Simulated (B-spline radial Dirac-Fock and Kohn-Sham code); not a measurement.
**The Se-like isoelectronic sequence (34 electrons), Z = 34 to 47**

Model: ΔSCF Dirac-Fock with Breit, self-energy and vacuum polarisation, finite nucleus, configuration average. Program: a radial atomic solver. Binding energies in eV, tabulated ground configurations ([Ar] 3d10 4s2 4p4 throughout). Correlation energy is missing from these numbers.

```tsv
ion	1s	2s	3s	3d3/2	outermost level	NIST ionisation energy
Se	12664.7	1667.8	242.1	62.92	9.91 (4p)	9.752368
Br⁺	13494.5	1809.1	280.7	89.92	21.80 (4p)	21.591
Kr²⁺	14354.5	1958.6	323.3	120.8	36.07 (4p)	35.838 ± 0.02
Rb³⁺	15244.8	2116.4	369.8	155.2	52.51 (4p)	52.2 ± 0.25
Sr⁴⁺	?	?	?	?	?	?
Zr⁶⁺	18097.7	2637.5	530.9	279.1	113.9 (4p)	112 ± 2
Nb⁷⁺	19109.7	2827.1	591.6	327.0	138.2 (4p)	136 ± 2.1
Mo⁸⁺	20152.6	3024.7	655.8	378.1	164.4 (4p)	164.12 ± 0.09
Tc⁹⁺	21226.4	3230.3	723.5	432.4	192.5 (4p)	189.9 ± 2.2
Ru¹⁰⁺	22331.4	3443.9	794.6	489.9	222.4 (4p)	219.9 ± 2.4
Rh¹¹⁺	23467.8	3665.6	869.1	550.5	254.1 (4p)	252.1 ± 2.5
Pd¹²⁺	24635.8	3895.5	947.1	614.3	287.6 (4p)	286 ± 3
Ag¹³⁺	25835.7	4133.5	1028.6	681.3	323.0 (4p)	321 ± 3
```

**Question.** Fill in the row of Sr⁴⁺.

**Answer.** 1s 16165.3, 2s 2282.1, 3s 419.9, 3d3/2 193.2, outermost 71.01 (4p), NIST 70.7 ± 0.6 eV.

NIST's values are for the lowest levels; a dash marks a value that is missing or belongs to another shell. Their kind here: measured, semi-empirical, theoretical. Where a p, d or f shell is open in either ion the computed value averages over both j values and all terms, while the table refers to the lowest levels; that difference holds spin-orbit splitting (largest in heavy or highly charged ions), term energies where several electrons share open shells, and correlation, and it can reach 10 % or more.
